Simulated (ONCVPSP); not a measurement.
Before and after: ONCV potential for Hf (Z = 72)

ONCVPSP 4.0.1 input, shortened (lines: element, Z, core and valence counts, functional; n l f; lmax; l rc ep ncon nbas qcut; lloc lpopt rc5 dvloc0; l nproj debl; icmod fcfact rcfact), PBE, scalar-relativistic:

```
  Hf 72.00   10    4        4      upf
    1    0    2.00
    2    0    2.00
    2    1    6.00
    3    0    2.00
    3    1    6.00
    3    2   10.00
    4    0    2.00
    4    1    6.00
    4    2   10.00
    4    3   14.00
    5    0    2.00
    5    1    6.00
    5    2    2.00
    6    0    2.00
    2
    0    1.85    0.00    4    9    8.50
    1    1.90    0.00    4    9    6.20
    2    3.20    0.00    4    9    5.00
    4    5    1.55    4.00
    0    2    3.80
    1    2    1.70
    2    2    1.10
    0    0.00    0.00
```

Change: core correction Teter function, fcfact 5.25, rcfact 1.75.

Cutoffs: the cutoffs (Ha) at which the residual kinetic energy of the hardest occupied pseudo-wave falls to 1 and 0.1 mHa per electron; they do not see the model core or the augmentation charge, which bear on the density cutoff. Errors are all-electron minus pseudo energies relative to the spin-unpolarised reference configuration.

Problem. How do hardness, ghosts and transferability respond?

Solution. The potential gets neither clearly harder nor softer (21 Ha and 25 Ha → 21 Ha and 25 Ha); of the 3 tests that both files solve, the error grows in 2 and shrinks in 1 by more than 15 % and 0.3 meV (median size 12.8 → 11.3 meV); neither file shows a bound ghost. A model core, the more so a compact one, raises the density cutoff, which this test does not measure.

```csv
quantity,base,changed
"cutoff, loose",21 Ha,21 Ha
"cutoff, tight",25 Ha,25 Ha
bound ghosts,none,none
GHOST(+) flags under 300 eV,none,none
tests with a reliable result,3 of 4,3 of 4
"error for 5s2 5p6 5d2 6s1, meV [ΔE 7.98 eV]",+0.9,-11
"error for 5s2 5p6 5d2 6s0, meV [ΔE 22.16 eV]",+13,-79
"error for 5s2 5p6 5d1 6s2 6p1, meV [ΔE 1.96 eV]",+29,-0.9
s: phases at 1.88 bohr within 0.05 rad from the reference energy up to (Ha; the scan ends near 5),to the end of the scan,to the end of the scan
p: phases at 1.92 bohr within 0.05 rad from the reference energy up to (Ha; the scan ends near 5),to the end of the scan,to the end of the scan
d: phases at 3.24 bohr within 0.05 rad from the reference energy up to (Ha; the scan ends near 5),3.2,3.2
```
